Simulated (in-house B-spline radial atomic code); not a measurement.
# RPA and G0W0 on LDA VWN5: the neon ion Ne³⁺

Configuration [He] 2s2 2p3, highest spin, mean-field start LDA VWN5. Computed with a B-spline radial code for spherical atoms: all electrons, scalar-relativistic (spin-free one-electron X2C), finite nucleus, each spin shell either full or empty, empty states to l = 9 with an (l + 1/2)⁻⁴ tail; G0W0 by contour deformation at full frequency.

Command:
```bash
python run_gw.py task.json out
```
Settings (radii: box in bohr, nucleus in fm):
```
Z                        10
electrons                7
configuration            [He] 2s2 2p3
hamiltonian              x2c
method                   lda,vwn
lmax                     9
rms_radius               3.0055
spin_polarised           True
box_radius               14.14
intervals                70
```

Run time, properties included: 0.9 s on 1 thread of AMD EPYC 9R14, with other jobs on the host.

Energies (hartree):

| term | value |
| --- | --- |
| mean-field total | -123.69430 |
| Hartree-Fock functional on these orbitals | -124.24104 |
| direct second order | -0.42082 |
| second-order exchange | 0.20025 |
| SOSEX correction | 0.17687 |

Task: What is the RPA correlation energy, and what remains with SOSEX?

Result: RPA gives -0.36752 hartree (-1.43 eV per electron); RPA + SOSEX gives -0.19065, and the second-order doubles -0.22056 hartree (no singles). SOSEX takes back 48 % of the RPA value.

Quasi-particle levels (eV):

```json
{"level": "2p up", "occupied": "yes", "mean field": "-83.73", "Σx - vxc": "-14.96", "Σc": "?", "QP weight": "?", "G0W0": "?"}
{"level": "2s down", "occupied": "yes", "mean field": "-97.68", "Σx - vxc": "-9.63", "Σc": "-2.11", "QP weight": "0.951", "G0W0": "-109.41"}
{"level": "2p down", "occupied": "no", "mean field": "-75.04", "Σx - vxc": "15.54", "Σc": "-4.40", "QP weight": "0.954", "G0W0": "-63.90"}
```

G0W0 = mean field + (Σx - vxc) + Σc, with Σc (partial-wave tail included) taken at the quasi-particle energy. Levels of low weight are left out.

Task: Where does G0W0 put 2p up?

Result: At -96.86 eV, with Σc = 1.83 eV and a quasi-particle weight of 0.941. The tabulated removal energy is 97.190 ± 0.0025 eV (NIST, semi-empirical).
